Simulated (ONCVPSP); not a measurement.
**PBEsol ONCV dataset for indium (In), scalar-relativistic all-electron reference.**

The input file (ONCVPSP 4.0.1):

```
# ATOM AND REFERENCE CONFIGURATION
# atsym  z   nc   nv     iexc    psfile
  In 49.00    8    3  -116133      upf
#
#   n    l    f
    1    0    2.00
    2    0    2.00
    2    1    6.00
    3    0    2.00
    3    1    6.00
    3    2   10.00
    4    0    2.00
    4    1    6.00
    4    2   10.00
    5    0    2.00
    5    1    1.00
#
# PSEUDOPOTENTIAL AND OPTIMIZATION
# lmax
    2
#
#   l,   rc,      ep,       ncon, nbas, qcut
    0    2.00    0.00    4    8    3.80
    1    2.30    0.00    5    8    3.10
    2    1.45    0.00    3    7    9.60
#
# LOCAL POTENTIAL
# lloc, lpopt,  rc(5),   dvloc0
    4    5    1.30    0.00
#
# VANDERBILT-KLEINMAN-BYLANDER PROJECTORs
# l, nproj, debl
    0    2    1.30
    1    1    0.80
    2    2    3.60
#
# MODEL CORE CHARGE
# icmod, fcfact, rcfact
    1    0.30    0.00
#
# LOG DERIVATIVE ANALYSIS
# epsh1, epsh2, depsh
   -2.00    5.00    0.02
#
# OUTPUT GRID
# rlmax, drl
    6.00    0.01
#
# TEST CONFIGURATIONS
# ncnf
    4
# nvcnf
#   n    l    f
    3
    4    2   10.00
    5    0    2.00
    5    1    0.00
#
    3
    4    2   10.00
    5    0    1.00
    5    1    0.00
#
    3
    4    2   10.00
    5    0    0.00
    5    1    0.00
#
    3
    4    2   10.00
    5    0    2.00
    5    1    0.50
#
```

Command:

```bash
oncvpsp.x < In.dat > In.out
```

Output (shortened: citation, most of the input echo, consistency checks and plot data are left out):

```
ONCVPSP  (Optimized Norm-Conservinng Vanderbilt PSeudopotential)
scalar-relativistic version 4.0.1

#   n    l    f        energy (Ha)
    1    0    2.00    -1.0194076E+03
    2    0    2.00    -1.5264411E+02
    2    1    6.00    -1.3702983E+02
    3    0    2.00    -2.8956103E+01
    3    1    6.00    -2.3843689E+01
    3    2   10.00    -1.5901079E+01
    4    0    2.00    -4.3917621E+00
    4    1    6.00    -2.8671388E+00
    4    2   10.00    -6.8321115E-01
    5    0    2.00    -3.0339436E-01
    5    1    1.00    -9.2565095E-02

Reference configufation results
  iterations    23
  all-electron total energy (Ha)   -5.87895926D+03

Begin loop to  construct optimized pseudo wave functions
and semi-local pseudopoentials for all angular momenta

   Wellstate for l =  0  n =  6
     eigenvalue =   0.9966
     asymptotic potential =   1.4966
     half-point radius =  3.5478

Calculating optimized projector #   1

 for l=   0

    Fraction of norm inside rc  0.284979
    Optimizing pswf for qcut=   3.79 a_B^-1,  ecut=   7.18 Ha
    Residual kinetic energy error=  8.10D-05 Ha
 ERROR pspot:  first pseudo wave function has node,          program will stop
 ERROR pspot: try changing psp parameters for this l
```

The run stopped because the optimised pseudo-wave of the first projector has a node, so the radial equation cannot be inverted for a potential.

The run took about 0.22 s on one core of a shared server CPU.
